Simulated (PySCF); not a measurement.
Cartesian coordinates (Å):
```xyz
7

S     -1.6110     0.9255     0.8864
Si     0.0576     0.1987    -0.2731
S      1.7780     0.1356     1.0282
S     -0.3904    -1.8287    -0.8614
H     -1.1220     2.1894     0.9484
H      2.6310    -0.1739     0.0197
H     -1.3432    -1.4467    -1.7483
```
Charge 0, spin multiplicity 2.

Question: Give the dipole moment, highest occupied spin orbital and total energy at the level PySCF with PBE-D3(BJ)/def2-TZVP.

Answer: 
| Quantity | Result |
|---|---|
| dipole moment | 1.46 D |
| highest occupied spin orbital | -4.93 eV |
| total energy | -1485.3262 Ha |
